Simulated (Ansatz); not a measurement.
System: sum formula AlOH3, charge 0, multiplicity 1. 
Geometry from a B3LYP-D3(BJ)/def2-TZVP (Ansatz, a program for electronic structure) optimisation:
SMILES: [OH][AlH2]
```xyz
5

O      1.0824    -0.2049    -0.0084
Al    -0.5960     0.0639     0.0079
H      1.7380     0.4912    -0.0688
H     -1.1551     1.5379    -0.0801
H     -1.4942    -1.2206     0.1130
```

Computed values are from Ansatz. Cores are frozen in the correlated levels unless marked. UHF or UKS for open shells. No spin-orbit coupling. No relativistic terms. Basis-set limits of correlation are two-point, X^-3; Hartree-Fock from the larger set (for Q and 5 zeta extrapolated as (X+1)exp(-9√X)).

What is the dipole moment at CCSD(T)/aug-cc-pV(D+d)Z?

1.19 D.

What is the total energy at CCSD(T)/CBS(cc-pV(Q+d)Z,cc-pV(5+d)Z)?

-319.0265 Eh.

What is the atomisation energy De at CCSD(T)/CBS(cc-pV(Q+d)Z,cc-pV(5+d)Z)?

1537.8 kJ/mol.

What is the vertical ionisation energy (to the doublet) at CCSD(T)/CBS(aug-cc-pV(T+d)Z,aug-cc-pV(Q+d)Z)?

11.32 eV.

What is the T1 diagnostic at CCSD/cc-pV(5+d)Z?

0.012.
